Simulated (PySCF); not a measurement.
ZrOCl, SMILES [O]=[Zr][Cl] (connectivity only; charge and spin as stated), neutral, multiplicity 2.

Geometry optimised at B3LYP-D3(BJ)/def2-TZVP. The multiplicity is an assumed one; other spin states were not compared. The def2 effective core potentials stand for the cores of Zr; spin–orbit coupling is left out.

The numbers are results of PBE/def2-TZVPD (PySCF), not measurements.

The molecule is in vacuum.

The total energy comes out as -582.36878 hartree. The point group is Cs and the α spin, highest occupied and lowest empty level is -4.59 and -3.67 eV. The β spin, highest occupied and lowest empty level is -7.32 and -3.38 eV and the dipole moment comes out as 4.56 D. The quadrupole, principal values (traceless, Buckingham form, about the centre of nuclear charge) is -9.99, 2.20, 7.80 D·Å and the mean static polarisability is 100.6 bohr³ (14.91 Å³). The polarisability, principal values comes out as 80.1, 108.2, 113.6 bohr³. The ⟨S²⟩ comes out as 0.753 (pure state 0.75).
